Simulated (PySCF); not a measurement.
A small calculation by hand: oscillator strength and radiative lifetime

Te(Br)(NH2) (BrH2NTe), SMILES N[Te]Br.

The structure is a stationary point at B3LYP-D3(BJ)/def2-SVP. The def2 effective core potentials stand for the cores of Te; spin–orbit coupling is left out. One conformer was computed; it need not be the lowest.

TDA-ωB97X/def2-SVPD run with PySCF puts the first singlet state with f over 0.02 at 5.73 eV (vertical), with the transition dipole (-0.063, -0.953, 0.000) in atomic units.

Question: Find the oscillator strength, the wavelength and the radiative lifetime that this transition would have in vacuum if emission retraced absorption.

Answer: 
|μ|² = 0.9122 au, so |μ| = 2.43 D. ΔE = 5.73/27.211 = 0.2106 hartree. f = (2/3) ΔE |μ|² = 0.128 (the program prints 0.128).
λ = 1239.84/5.73 = 216 nm; ν = 46216 cm⁻¹.
Einstein's coefficient A = 0.6670 ν² f s⁻¹ (ν in cm⁻¹) = 1.8e8 s⁻¹, so τ = 1/A = 5.5 ns. This state is S5; the lower singlets have f = 0.000, 0.003, 0.009, 0.001. The figure is the radiative limit of this one transition; relaxation, internal conversion, crossing to triplets and a medium change what is measured.
